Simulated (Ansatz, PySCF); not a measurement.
Species: sum formula Si2NH7, charge 0, multiplicity 1. 
Structure (B3LYP-D3(BJ)/def2-TZVP (Ansatz, an electronic-structure program) minimum search):
SMILES: [SiH3]N[SiH3]
```xyz
10

Si     1.5374    -0.1545     0.2780
N     -0.0087    -0.3951    -0.4600
Si    -1.5332     0.3284    -0.0787
H      2.5841     0.0409    -0.7549
H      1.4386     1.0483     1.1322
H      1.9584    -1.3052     1.1173
H     -0.0383    -1.1112    -1.1744
H     -2.4596    -0.6104     0.6041
H     -2.2124     0.7953    -1.3121
H     -1.2684     1.4741     0.8178
```
Charge 0, spin multiplicity 1.

Dipole moments at this geometry, in debye (magnitudes).

```json
[
 {"level": "SVWN5/def2-TZVPD", "program": "Ansatz", "dipole (D)": "0.86"},
 {"level": "BLYP/def2-TZVPD", "program": "Ansatz", "dipole (D)": "0.87"},
 {"level": "B97M-V/def2-TZVPD", "program": "Ansatz", "dipole (D)": "0.98"},
 {"level": "PBE0/def2-TZVPD", "program": "Ansatz", "dipole (D)": "(withheld)"},
 {"level": "BHLYP/def2-TZVPD", "program": "Ansatz", "dipole (D)": "0.87"},
 {"level": "TPSSh/def2-TZVPD", "program": "PySCF", "dipole (D)": "0.89"},
 {"level": "LC-wPBE/def2-TZVPD", "program": "Ansatz", "dipole (D)": "0.89"},
 {"level": "wB97M-V/def2-TZVPD", "program": "Ansatz", "dipole (D)": "0.90"},
 {"level": "wB97X-V/def2-TZVPD", "program": "Ansatz", "dipole (D)": "0.88"},
 {"level": "CCSD(T)/aug-cc-pV(D+d)Z", "program": "Ansatz", "dipole (D)": "(withheld)"}
]
```

Q: Complete the blanks.

A: 
- PBE0/def2-TZVPD, dipole (D): 0.88
- CCSD(T)/aug-cc-pV(D+d)Z, dipole (D): 0.87
